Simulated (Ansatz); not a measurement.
Start from `F[SiH2]C(F)S` and change one atom or group to get `BC(F)[SiH2]F`.

Ansatz, PBE0-D4/def2-TZVP geometries, multiplicity 1. Each molecule was computed in one conformer, which needn't be the lowest.

```csv
property,`F[SiH2]C(F)S`
LUMO energy (PBE0/def2-TZVPP) / eV,-0.31
HOMO–LUMO gap (PBE/def2-TZVPP) / eV,5.25
HOMO–LUMO gap (B3LYP/def2-TZVPP) / eV,6.94
LUMO energy (ωB97M-V/def2-TZVPP) / eV,1.49
HOMO energy (PBE/def2-TZVPP) / eV,-6.48
HOMO energy (PBE0/def2-TZVPP) / eV,-7.72
```

Task: What does the change do to each property? (An estimate is asked.)

Result: Computed: 
| property | `BC(F)[SiH2]F` | shift |
| --- | --- | --- |
| LUMO energy (PBE0/def2-TZVPP) / eV | -1.79 | -1.48 |
| HOMO–LUMO gap (PBE/def2-TZVPP) / eV | 4.48 | -0.77 |
| HOMO–LUMO gap (B3LYP/def2-TZVPP) / eV | 6.45 | -0.49 |
| LUMO energy (ωB97M-V/def2-TZVPP) / eV | 0.13 | -1.36 |
| HOMO energy (PBE/def2-TZVPP) / eV | -7.23 | -0.75 |
| HOMO energy (PBE0/def2-TZVPP) / eV | -8.69 | -0.97 |

With PBE0 the HOMO falls by 0.97 eV and the LUMO falls by 1.48 eV, so the gap narrows by about 0.51 eV. PBE moves the HOMO by -0.75 eV and ωB97M-V by -1.03 eV.

B3LYP here is the variant with VWN-RPA as its local correlation; programs differ in this.
